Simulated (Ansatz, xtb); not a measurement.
**Two isomers of FH8NSi3**

We compare a, `N[Si@@H](F)[SiH2][SiH3]`, a singlet, with b, `N[SiH2][Si@@H](F)[SiH3]`, a singlet. Both are isolated molecules in the gas phase, relaxed with B3LYP-D3(BJ)/def2-SVP; each stands in its lowest conformer found.

Task: Estimate E(b) − E(a) at the level CCSD(T)/def2-SVP + ΔMP2/def2-TZVPP.

Result: Calculated at CCSD(T)/def2-SVP + ΔMP2/def2-TZVPP: E(b) − E(a) = +0.452 eV, so structure a lies lower.

How the difference moves with the method:

| level | geometry | E(b) − E(a) (eV) | departure from the last row (eV) | job, with rough time for the two |
| --- | --- | --- | --- | --- |
| B3LYP-D3(BJ)/def2-SVP | B3LYP-D3(BJ)/def2-SVP | +0.462 | +0.010 | optimisation, 2.4 min |
| HF/def2-SVP | B3LYP-D3(BJ)/def2-SVP | +0.451 | 0.000 | part of the CCSD(T) run |
| MP2/def2-SVP | B3LYP-D3(BJ)/def2-SVP | +0.519 | +0.067 | part of the CCSD(T) run |
| CCSD(T)/def2-SVP | B3LYP-D3(BJ)/def2-SVP | +0.504 | +0.052 | single point |
| CCSD(T)/def2-SVP + ΔMP2/def2-TZVPP | B3LYP-D3(BJ)/def2-SVP | +0.452 |  | single point, 50 s |

As drawn, both hold the same kinds of bond in the same numbers.

None of the levels shown reverses the order. The largest departure from CCSD(T)/def2-SVP + ΔMP2/def2-TZVPP is that of MP2/def2-SVP, 0.067 eV. Levels run at GFN2-xTB geometries aren't shown. The last row adds to CCSD(T) the change of the MP2 difference between the two basis sets, here −0.052 eV.

With thermal terms from frequencies at re-optimised GFN2-xTB minima (ideal gas, soft modes damped towards free rotors, one conformer each, 298.15 K, 1 atm): on the last row, ΔE + ΔZPE = +0.454, ΔH = +0.452, ΔG = +0.456 eV.

The correlated steps freeze 17 core orbitals. Codes used: Ansatz 0.2.0, xtb 6.7.1; the last row on 2 threads of Arm Neoverse V2 on a shared host.
